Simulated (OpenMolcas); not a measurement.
Mn3+, Tc3+, Re3+: d4 down the group

| Property | Result |
| --- | --- |
| Program | OpenMolcas 26.06 |
| Method | MS-RASPT2, IPEA 0.25 Eh, imaginary shift 0.1 Eh |
| Basis | ANO-RCC-VQZP |
| Scalar Hamiltonian | DKH2, point nucleus |
| Spin-orbit coupling | RASSI with atomic mean-field integrals over the reference wave functions, term energies averaged over their components |

Active space for each ion: 10 electrons in 8 orbitals (RAS1 p, at most 2 holes; RAS2 d); closed shells correlated by CASPT2: Mn3+ 3s; Tc3+ 4s; Re3+ 5s.

Computed levels in cm-1 above 5D0:

| Level | Mn3+ | Tc3+ | Re3+ |
| --- | --- | --- | --- |
| 5D1 | 104 | 352 | 3340 |
| 5D2 | 306 | 960 | 6430 |
| 5D3 | 598 | 1740 | 8930 |
| 5D4 | 969 | 2640 | 10770 |
| 3P0(1) | 20940 | 14810 | 15740 |
| 3H4 | 21260 | 15650 | 17920 |
| 3H5 | 21480 | 16480 | 22110 |
| 3P1(1) | 21560 | 16620 | 21120 |
| 3H6 | 21720 | 17190 | 23980 |
| weight of 5D in the lowest level (%) | 100 | 98 | 67 |

Mixed levels, with the weight of the term that names them: Re3+ 5D0 (67 %), Re3+ 5D4 (75 %), Re3+ 3P0(1) (56 %), Re3+ 3H4 (59 %).

Measured, with the error of the calculation in %. Measured levels: Mn3+ from Corliss and Sugar, J. Phys. Chem. Ref. Data 6, 1253 (1977); Re3+ from the list in Brasseur, Gamrath and Quinet, At. Data Nucl. Data Tables 157, 101636 (2024).

| Level | Mn3+ | Re3+ |
| --- | --- | --- |
| 5D1 | 99.0 (+4.9) | 3084 (+8.4) |
| 5D2 | 287 (+6.7) | 5979 (+7.6) |
| 5D3 | 552 (+8.2) | 8350 (+7.0) |
| 5D4 | 886 (+9.4) | 10121 (+6.4) |
| 3P0(1) | 20654 (+1.4) |  |
| 3H4 | 21281 (-0.1) | 16946 (+5.8) |
| 3H5 | 21475 (0) | 20930 (+5.6) |
| 3P1(1) | 21279 (+1.3) | 19340 (+9.2) |
| 3H6 | 21679 (+0.2) | 22896 (+4.7) |

The fine-structure level 5D4 changes by a factor of 11.1 from Mn3+ to Re3+.

Without spin-orbit coupling 3P(1) lies 21490, 16070, 13790 cm-1 above 5D in that order; the difference to the level 3P0(1), of either sign, comes from spin-orbit coupling, which also lowers the zero.

Term energies are means over components that CASPT2 splits; among the terms shown or strongly mixed into the levels shown the widest spread is 1300 cm-1 (5d4 1I, Re3+). The CASPT2 spread within a term exceeds the gap to the next term for 3d4 3H and 3d4 3P(1), so the order of their levels is uncertain (figures for Mn3+; the like holds for Re3+). Active for correlation alone: 3p; no level in the range computed is led by a configuration that opens it, so any true level of that kind is missing (holds for Mn3+). Active for correlation alone: 4p; no level in the range computed is led by a configuration that opens it, so any true level of that kind is missing (holds for Tc3+). Active for correlation alone: 5p; no level in the range computed is led by a configuration that opens it, so any true level of that kind is missing (holds for Re3+). Computed and measured levels are paired by configuration, term and J; levels that our copy of the source lacks, or whose pairing is in doubt (as where it misses far off the trend of its configuration), stay unpaired and out of the deviations. Levels of configurations outside the active space are missing.

A number in round brackets counts repeated terms of one configuration in the order of the reference energies.
